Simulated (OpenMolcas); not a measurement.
# Ti2+ in NaF

Ti2+ with its 6 nearest fluoride ions at 2.221 Å, on the Na site of NaF (a = 4.634 Å, distance in the model lattice 2.317 Å). The rest of the host is ab initio model potentials to 7.6 Å, with orthogonalisation functions on the cations behind the ligands, and point charges beyond; the distance is set by hand and nothing relaxes, and no local charge compensation is placed. Ligand basis ANO-RCC-VDZP.

```yaml
Program: OpenMolcas
Method: "SS-CASPT2, IPEA 0.25 Eh, imaginary shift 0.1 Eh (closed shells correlated: 3s 3p and the ligand valence shells)"
Basis: ANO-RCC-VDZP [5s4p2d1f]
Scalar_Hamiltonian: DKH2, point nucleus
Active_space: 2 electrons in 5 orbitals (3d)
State_averaging: 2S+1 = 3 even, 10 roots; 2S+1 = 1 even, 15 roots
Spin-orbit_coupling: state interaction with AMFI integrals over the reference wave functions
```

The lowest spin-free states (labels of O, the rotations of Oh), above the lowest:

```tsv
State	Degeneracy	E (cm-1)	Free-ion L (%)
3T1	3	0	F (95)
1T2	3	9430	D (66)
1E	2	10050	D (53)
3T2	3	10910	F (100)
1A1	1	19640	G (81)
3T1	3	19990	P (95)
1T2	3	22360	G (66)
3A2	1	22990	F (100)
1T1	3	25130	G (100)
1E	2	34660	G (53)
1A1	1	48310	S (81)
```

The lowest levels with spin-orbit coupling:

```tsv
E (cm-1)	Degeneracy	Label	2S+1
0	2	E	3
3	3	T2	3
170	3	T1	3
260	1	A1	3
9500	3	T2	1
10140	2	E	1
10940	1	A2	3
10980	3	T2	3
11030	3	T1	3
11030	2	E	3
19700	1	A1	1 (88 %)
20010	1	A1	3 (88 %)
20030	3	T1	3
20130	3	T2	3
20140	2	E	3
22440	3	T2	1
23100	3	T2	3
25220	3	T1	1
34750	2	E	1
48400	1	A1	1
```

Powder χT (cm3 K/mol): 0.0716 at 2 K, 0.134 at 10 K, 0.361 at 50 K, 0.619 at 100 K, 0.94 at 200 K, 1.1 at 300 K. The effective moment at 300 K is 2.828 √(χT) = 2.97 μB.

The lowest level has 2S+1 = 3, for which the spin-only value is χT = S(S+1) / 2 = 1.000 cm3 K/mol (g = 2). The computed 1.100 at 300 K differs by +0.100, through orbital momentum, spin-orbit coupling and any other state in reach. With a threefold ground state the orbital momentum is unquenched, so the spin-only value is not expected to hold.

A least-squares ligand-field fit to the states below 45000 cm-1, each weighted by its degeneracy and with a free common offset, gives 10Dq = 12445 cm-1, B = 687 cm-1 and C = 2694 cm-1 (C/B = 3.92), with an rms deviation of 289 cm-1.

The same method and metal basis give the free ion B = 805 cm-1 (fit to its terms below 60000 cm-1, rms deviation 737 cm-1), so the nephelauxetic ratio is β = 687 / 805 = 0.85; it hangs on how both fits weigh the states, and computed free-ion B values tend to be too large, so β mixes covalency with correlation.

Roots that are degenerate in the reference are averaged as groups; the widest CASPT2 spread within a group is 39 cm-1 (the 3-fold group of multiplicity 3 near 10900 cm-1 above the lowest state of its run). Shifts and gaps below about the spread of the groups concerned are not significant. Over all roots computed the reference weight is 0.74 to 0.75; a low but even weight reflects the number of correlated electrons. An orbital triplet at a regular site is open to Jahn-Teller coupling, which can distort the site and quench the lowest spin-orbit gaps and is left out. Ligand-to-metal charge-transfer states are missing. With no ligand orbital active B as a rule stays too high, so bands that hang on it stand too high and its fall with covalency is understated. With one d shell and no ligand orbital active, 10Dq can be off by tens of per cent for divalent 3d ions, low with halides held by bare charges and at times high in hosts. Free-ion shares, where given, are those of the reference states; single-state CASPT2 does not remix them. No measured value stands beside these numbers; the geometry was set by hand and not optimised.
